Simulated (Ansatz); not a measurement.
## A barrier at the coupled-cluster level

Start structure (SnH₆SO₂, singlet), relaxed at PBE0-D4/def2-TZVP:

```tsv
atom	x (Å)	y (Å)	z (Å)
Sn1	-0.7116	-0.3648	-1.2613
S2	0.7442	-1.6415	0.2060
H3	0.3194	0.6375	-2.1618
H4	-1.4652	-1.5193	-2.2737
H5	-1.8749	0.4609	-0.3413
H6	0.6002	0.1063	1.7225
O7	0.5196	1.0427	1.9946
O8	0.6028	1.6885	0.7291
H9	-0.2353	-2.4517	0.6397
H10	1.5008	2.0413	0.7462
```

The step: SnH₄S ([SH][SnH3]) + H₂O₂ ([OH][OH]) → SnH₄O₂ ([OH][O][SnH3]) + H₂S; bonds formed: Sn1–O7, S2–H6; bonds broken: Sn1–S2, H6–O7. Ansatz 0.2.0; basis: def2-TZVPP and def2-QZVPP; cores frozen in the correlated methods. Filled d shells of the heavier atoms are correlated. Core potentials replace the inner electrons of the atoms past krypton. The def2 sets are not built for correlating such inner shells, so the correlated values are less sure here. Extrapolation: Hartree–Fock as exp(−7.88 √X), correlation as X^−2.97. Energies below are by CCSD(T) at an estimated basis limit (MP2 extrapolated from triple and quadruple zeta, plus CCSD(T) − MP2 in triple zeta).

What are the electronic barrier and the energy of the step, from the start structure to the end structure? (To be estimated.)

By the calculation: Barrier 27.98 kcal/mol; step energy 12.29 kcal/mol (uphill); reverse barrier, their difference, 15.69 kcal/mol. Barrier and step energy count from the start structure, the reverse barrier from the end structure.

The saddle point: One imaginary mode of 710i cm⁻¹.
```json
{"pair": "Sn1–O7", "start (Å)": "3.75", "saddle (Å)": "2.16", "end (Å)": "2.01"}
{"pair": "S2–H6", "start (Å)": "2.32", "saddle (Å)": "1.63", "end (Å)": "1.35"}
{"pair": "Sn1–S2", "start (Å)": "2.43", "saddle (Å)": "2.89", "end (Å)": "3.86"}
{"pair": "H6–O7", "start (Å)": "0.98", "saddle (Å)": "1.21", "end (Å)": "2.13"}
```

Zero-point energy (harmonic, PBE0-D4): ZPE is 36.68 kcal/mol at the start and 33.20 kcal/mol at the saddle, so the barrier goes from 27.98 to 24.50 kcal/mol.

The T1 diagnostic stays at or below 0.015.

Labels in which every atom is bracketed show which atoms are joined, not bond orders.

For scale, one of the runs: CCSD(T)/def2-TZVPP, 238 basis functions, launched by `ansatz run in.yaml --threads 8 --pin off --events-out ev --progress --plain --max-ram 19148MiB`. Hardware: 8 CPU threads of an Intel Xeon Platinum 8259CL, shared host. Wall time 100 s; peak host memory 5 GiB.
